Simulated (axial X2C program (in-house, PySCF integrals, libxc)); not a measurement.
**Spin–orbit effects along a row: molecules with I, PBE0**

Calculated with an axial X2C code built on PySCF integrals, spin-free (one-electron X2C) or two-component (2c: spin–orbit coupling with atomic mean-field Coulomb and Gaunt terms, which also bring small scalar terms), in Dyall basis sets with cores contracted in-house; open shells are unrestricted.

Basis sets: B dyall-v3z, Be dyall-cv3z, C dyall-v3z, F dyall-v3z, I dyall-cv3z, I dyall-v3z, Li dyall-cv3z.

```
molecule   spin-free state  Re (Å)  ωe (cm⁻¹)  De (eV)  2c state  Re 2c (Å)  ωe 2c (cm⁻¹)  De 2c (eV)
     LiI    M_S = 0, Λ = 0   2.391      498.0     3.70     Ω = 0      2.393         495.7        3.44
     BeI  M_S = 1/2, Λ = 0   2.180      611.6     2.92   Ω = 1/2      2.183         607.3        2.65
      BI    M_S = 0, Λ = 0   2.133      580.5     3.75     Ω = 0      2.137         576.9        3.49
      CI  M_S = 1/2, Λ = 1   2.020      652.5     3.04   Ω = 1/2      2.022         650.0        2.86
      IF    M_S = 0, Λ = 0   1.916      636.1     2.83     Ω = 0      1.926         617.2        2.64
```

(1) Work out the shifts from the spin-free to the two-component result.

Each entry is the lowest single determinant of a limited PBE0 search at one distance. De goes to single-determinant-based atoms at the same level (for ions the charge split of lowest energy) and is withheld (n/a) where an atom does not fit its ground term or J level. Main or longest-lived isotopes. Some light 2c atoms are not at their ground J level, so De misses part of their lowering (0.04 eV or less). The functionals have no current term, which raises determinants with orbital currents.

Results:

(1) 

```json
{"molecule": "LiI", "2c state": "Ω = 0", "ΔRe (Å)": "0.002", "Δωe (cm⁻¹)": "-2.3", "ΔDe (eV)": "-0.26"}
{"molecule": "BeI", "2c state": "Ω = 1/2", "ΔRe (Å)": "0.003", "Δωe (cm⁻¹)": "-4.3", "ΔDe (eV)": "-0.27"}
{"molecule": "BI", "2c state": "Ω = 0", "ΔRe (Å)": "0.004", "Δωe (cm⁻¹)": "-3.6", "ΔDe (eV)": "-0.26"}
{"molecule": "CI", "2c state": "Ω = 1/2", "ΔRe (Å)": "0.002", "Δωe (cm⁻¹)": "-2.5", "ΔDe (eV)": "-0.18"}
{"molecule": "IF", "2c state": "Ω = 0", "ΔRe (Å)": "0.010", "Δωe (cm⁻¹)": "-18.9", "ΔDe (eV)": "-0.19"}
```

Shifts of one unit in the last digit are rounding.
